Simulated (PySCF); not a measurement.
## Dipole moment and polarisability of `C=Cc1oncc1OC`

Compound: C6H7NO2.
Geometry (GFN2-xTB, Å), atoms numbered from 1 in this order:
```
atom  x, y, z in Å
C1     3.1477   -0.6519    0.2133
C2     1.8509   -0.7768   -0.0518
C3     0.8650    0.2289    0.2360
O4     1.1884    1.4058    0.8101
N5     0.0840    2.1558    0.9679
C6    -0.9327    1.4765    0.5051
C7    -0.5049    0.2218    0.0157
O8    -1.1958   -0.7957   -0.5451
C9    -2.5855   -0.5972   -0.6773
H10    3.5418    0.2385    0.6720
H11    3.8450   -1.4361   -0.0217
H12    1.4441   -1.6657   -0.5122
H13   -1.9163    1.8991    0.5368
H14   -3.0617   -0.4521    0.2976
H15   -2.8059    0.2620   -1.3186
H16   -2.9717   -1.5038   -1.1392
```

Level: B3LYP/def2-SVPD (PySCF), static field, nuclei fixed, core orbitals frozen in the response. The polarisability tensor in these axes (au):

```
x   132.03 -13.56   6.33
y   -13.56  83.81  10.74
z     6.33  10.74  60.49
```

Task: Diagonalise the tensor; give its mean and Δα, where Δα² is half the sum of the squared differences of the eigenvalues.

Result: Principal values 54.72, 85.88 and 135.74 au; mean 92.11 au = 13.65 Å³ = 15.19 × 10⁻⁴⁰ C²·m²/J; Δα = 70.79 au (77 % of the mean).

Task: What is the dipole moment, and where does it point?

Result: (-2.37, -2.02, -1.27) D, 3.36 D in size, pointing from the negative to the positive side. Measured along this direction, the outermost atoms are H10 at the negative end and H16 at the positive end.

Task: What would n − 1 = 2πNα be for an ideal gas of these molecules at 400 K and 1 atm, electronic part alone?

Result: N = p/kT = 1.8347 × 10¹⁹ cm⁻³, so n − 1 = 2π × N × 13.65 × 10⁻²⁴ cm³ = 1574 × 10⁻⁶ at long wavelengths.

Task: Give the eigenvalues of the traceless quadrupole moment Θ = ½Σq(3rr − r²1), origin at the centre of nuclear charge.

Result: -10.62, -4.84, 15.46 D·Å. The values depend on the origin, since the dipole doesn't vanish. The electronic extent ⟨r²⟩ about the same centre is 1244 bohr², a root-mean-square distance of 2.30 Å for the 66 electrons.

Task: What depolarisation ratio follows for Rayleigh scattering of linearly polarised light, taking the static tensor?

Result: ρ = 3Δα²/(45ᾱ² + 4Δα²) = 15031.9/(381799 + 20042.6) = 0.0374.

Task: Molar refractivity from α?

Result: Lorentz–Lorenz: R = (4π/3)N_A α = 2.5225 cm³/(mol·Å³) × 13.65 Å³ = 34.4 cm³/mol, in the limit of long wavelengths.

Task: Find the Langevin capture rate constant for H3+ (3.023 u) meeting this molecule (125.048 u), k = 2.342 × 10⁻⁹ cm³/s × √(α in Å³ / reduced mass in u).

Result: The reduced mass is 2.95 u, so k = 5.04 × 10⁻⁹ cm³/s. The formula leaves out the permanent dipole, which adds to the capture rate.

The structure is a single GFN2-xTB conformer in the gas phase; no vibrational or solvent corrections.
